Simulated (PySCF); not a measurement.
Give a PBE0-D3(BJ)/def2-SVP geometry of InChI=1S/C6H15BO2/c1-6(2,3)5-9-7-8-4/h7H,5H2,1-4H3.

```xyz
24
C6H15BO2 angstrom
C      3.626    0.031   -0.467
O      3.026   -1.236   -0.350
B      1.697   -1.415   -0.501
O      0.893   -0.359   -0.780
C     -0.500   -0.488   -0.920
C     -1.260    0.237    0.195
C     -0.886   -0.363    1.551
C     -2.754    0.042   -0.064
C     -0.911    1.725    0.169
H      3.046    0.702   -1.119
H      4.636   -0.098   -0.885
H      3.721    0.504    0.524
H      1.258   -2.537   -0.385
H     -0.786   -1.556   -0.931
H     -0.784   -0.055   -1.895
H     -1.446    0.129    2.361
H     -1.114   -1.440    1.588
H      0.187   -0.235    1.762
H     -3.050    0.458   -1.041
H     -3.352    0.549    0.709
H     -3.029   -1.025   -0.053
H      0.172    1.873    0.292
H     -1.210    2.186   -0.786
H     -1.427    2.263    0.980
```

Any rigid rotation of these coordinates is as good. Atoms count from 1 in this order. Of the pairs four or more bonds apart, O4···H10 is among the closest relative to their van der Waals radii: 2.42 Å, 89 % of the sum of Bondi's values. B3 (three-coordinate boron) is planar (angles 121.8°, 120.2° and 118.0°, sum 360.0°, 0.00 Å off the plane of its three neighbours). All 4 C–C bonds measure 1.528 to 1.532 Å.

Bonds between heavy atoms (Å): C1–O2 1.406, O2–B3 1.350, B3–O4 1.356, O4–C5 1.406, C5–C6 1.532, C6–C7 1.529, C6–C8 1.528, C6–C9 1.529.

Computed, not measured: PBE0-D3(BJ)/def2-SVP geometry optimisation, gas phase in PySCF.

Point group: C1 (no symmetry element, even within 0.4 Å). No PBE0-D3(BJ)/def2-SVP frequencies stand behind this structure, so it isn't proved a minimum. The numbers are those of one conformer (C1–O2–B3–O4 0°, O2–B3–O4–C5 -179°, B3–O4–C5–C6 113°).
